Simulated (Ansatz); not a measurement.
`c1coc(-c2ccc(-c3ccc(-c4ccc(-c5ccc(-c6ccc(-c7ccco7)o6)o5)o4)o3)o2)c1` with charge +1. Total charge 1; doublet. Geometry PBE-D4/def2-SVP, that of the neutral singlet; atoms count from 1.

Cartesian coordinates in Å:
```
C 3.4993 8.1990 -6.9400
C 2.8582 9.2503 -6.3246
O 2.1542 8.8128 -5.2417
C 2.3434 7.4590 -5.1563
C 1.6859 6.7811 -4.0758
C 0.8594 7.2218 -3.0508
C 0.5196 6.0715 -2.2861
C 1.1596 4.9962 -2.8905
C 1.2054 3.5974 -2.5922
C 1.8440 2.5182 -3.1925
C 1.5024 1.3713 -2.4250
C 0.6748 1.8164 -1.4002
C 0.0152 1.1511 -0.3192
C -0.8125 1.5984 0.7048
C -1.1551 0.4533 1.4737
C -0.5169 -0.6276 0.8752
C -0.4745 -2.0247 1.1791
C 0.1628 -3.1068 0.5823
C -0.1817 -4.2510 1.3526
C -1.0094 -3.8016 2.3752
C -1.6723 -4.4615 3.4583
C -2.4986 -4.0068 4.4790
C -2.8462 -5.1490 5.2523
C -2.2121 -6.2322 4.6586
C -2.1778 -7.6322 4.9722
C -1.5499 -8.7216 4.3872
C -1.9112 -9.8574 5.1782
C -2.7270 -9.3855 6.1816
O -2.8954 -8.0372 6.0663
O -1.4972 -5.8169 3.5669
O -1.1882 -2.4468 2.2706
O 0.1958 -0.2038 -0.2163
O 0.4934 3.1713 -1.5012
O 1.8702 5.4273 -3.9808
C 3.1687 7.0298 -6.1849
H 4.1345 8.2558 -7.8307
H 2.8036 10.3251 -6.5240
H 0.5465 8.2577 -2.8867
H -0.1160 6.0177 -1.3965
H 2.4804 2.5675 -4.0818
H 1.8153 0.3351 -2.5877
H -1.1249 2.6349 0.8661
H -1.7918 0.4060 2.3628
H 0.8000 -3.0610 -0.3065
H 0.1296 -5.2882 1.1929
H -2.8067 -2.9682 4.6354
H -3.4834 -5.1936 6.1411
H -0.9110 -8.6940 3.4990
H -1.6049 -10.8978 5.0239
H -3.2467 -9.8590 7.0205
H 3.4893 5.9987 -6.3634
```

Single mean-field runs in def2-SVP are fitted with def2-universal-jkfit.

**Question.** Estimate the Mulliken populations of the heavy atoms from the PBE0/def2-SVP orbitals of Ansatz.

**Answer.** 
```csv
atom,charge (e),spin (α − β)
C1,-0.06,-0.03
C2,0.16,0.08
O3,-0.25,0.00
C4,0.11,-0.03
C5,0.21,0.10
C6,-0.04,-0.01
C7,-0.03,0.08
C8,0.16,0.00
C9,0.18,0.08
C10,-0.03,0.02
C11,-0.03,0.07
C12,0.17,0.03
C13,0.17,0.06
C14,-0.03,0.05
C15,-0.03,0.05
C16,0.17,0.06
C17,0.17,0.03
C18,-0.03,0.07
C19,-0.03,0.02
C20,0.18,0.08
C21,0.16,0.00
C22,-0.03,0.08
C23,-0.04,-0.01
C24,0.21,0.10
C25,0.11,-0.03
C26,-0.03,0.07
C27,-0.06,-0.03
C28,0.16,0.08
O29,-0.25,0.00
O30,-0.27,-0.01
O31,-0.27,-0.02
O32,-0.27,-0.02
O33,-0.27,-0.02
O34,-0.27,-0.01
C35,-0.03,0.07
```
Mulliken values and Mayer orders depend strongly on the basis.

**Question.** Where does the spin sit?

**Answer.** Summed by element: C 1.12, O -0.08, H -0.04, of 1 unpaired in all. Largest on single atoms: C24 0.10, C5 0.10, C20 0.08.

**Question.** And the Mayer bond orders between bonded heavy atoms (over 0.3, the first 40 of 41)?

**Answer.** C1–C2 1.52 (1.38 Å); C1–C35 1.25 (1.43 Å); C2–O3 1.11 (1.36 Å); O3–C4 1.14 (1.37 Å); C4–C5 1.12 (1.44 Å); C4–C35 1.45 (1.39 Å); C5–C6 1.40 (1.39 Å); C5–O34 1.12 (1.37 Å); C6–C7 1.27 (1.42 Å); C7–C8 1.39 (1.39 Å); C8–C9 1.15 (1.43 Å); C8–O34 1.11 (1.37 Å); C9–C10 1.37 (1.39 Å); C9–O33 1.12 (1.37 Å); C10–C11 1.29 (1.42 Å); C11–C12 1.37 (1.39 Å); C12–C13 1.16 (1.43 Å); C12–O33 1.11 (1.37 Å); C13–C14 1.37 (1.39 Å); C13–O32 1.11 (1.37 Å); C14–C15 1.29 (1.42 Å); C15–C16 1.37 (1.39 Å); C16–C17 1.16 (1.43 Å); C16–O32 1.11 (1.37 Å); C17–C18 1.37 (1.39 Å); C17–O31 1.11 (1.37 Å); C18–C19 1.29 (1.42 Å); C19–C20 1.37 (1.39 Å); C20–C21 1.15 (1.43 Å); C20–O31 1.12 (1.37 Å); C21–C22 1.39 (1.39 Å); C21–O30 1.11 (1.37 Å); C22–C23 1.27 (1.42 Å); C23–C24 1.40 (1.39 Å); C24–C25 1.12 (1.44 Å); C24–O30 1.12 (1.37 Å); C25–C26 1.45 (1.39 Å); C25–O29 1.14 (1.37 Å); C26–C27 1.25 (1.43 Å); C27–C28 1.52 (1.38 Å).
